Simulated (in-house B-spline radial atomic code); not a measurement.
Whole-atom quantities along the 27-electron series, configuration [Ar] 3d9. Breit and QED terms are first order and not part of the total energy; the density at the nucleus is averaged over the nuclear charge. Computed with a B-spline radial code for spherical atoms: Dirac-Hartree-Fock, average of the configuration, finite nuclei.

```csv
ion,Z,E/Z² (Eh),Σ<r²> (bohr²),n(0)/Z³ (bohr⁻³),Lamb diamagnetic shielding (ppm),repulsion over attraction,Breit energy (eV),self-energy (eV),vacuum polarisation (eV),Dirac less non-relativistic energy (Eh)
Ni+,28,-1.9376,19.153,0.87946,2314.36,0.16083,16.315,11.991,-1.0507,-12.471
Cu2+,29,-1.965,15.037,0.89561,2425.5,0.15845,18.389,13.547,-1.2113,-14.493
Zn3+,30,-1.9915,12.438,0.91312,2536.28,0.15573,20.644,15.242,-1.3899,-16.761
Ga4+,31,-2.017,10.59,0.931,2647.01,0.15284,23.088,17.082,-1.5881,-19.294
Ge5+,32,-2.0416,9.1885,0.94944,2757.84,0.14987,25.728,19.075,-1.8072,-22.113
As6+,33,?,?,?,?,?,?,?,?,?
Se7+,34,-2.0881,7.183,0.98988,2980.17,0.14391,31.629,23.548,-2.3148,-28.697
Br8+,35,?,?,?,?,?,?,?,?,?
Kr9+,36,-2.1313,5.8115,1.034,3203.78,0.13809,38.412,28.723,-2.926,-36.698
```

(1) Fill in the row of As6+.

(2) Fill in the row of Br8+.

(3) With what power of Z does the column «Breit energy (eV)» change over this range?

## Answers

(1) E/Z² (Eh): -2.0653; Σ<r²> (bohr²): 8.0817; n(0)/Z³ (bohr⁻³): 0.96942; Lamb diamagnetic shielding (ppm): 2868.87; repulsion over attraction: 0.14689; Breit energy (eV): 28.573; self-energy (eV): 21.227; vacuum polarisation (eV): -2.0489; Dirac less non-relativistic energy (Eh): -25.24.

(2) E/Z² (Eh): -2.1101; Σ<r²> (bohr²): 6.4384; n(0)/Z³ (bohr⁻³): 1.0115; Lamb diamagnetic shielding (ppm): 3091.79; repulsion over attraction: 0.14098; Breit energy (eV): 34.906; self-energy (eV): 26.044; vacuum polarisation (eV): -2.6065; Dirac less non-relativistic energy (Eh): -32.509.

(3) A fit of the logarithm of its size against log Z from Z = 28 to 36 has slope 3.41.
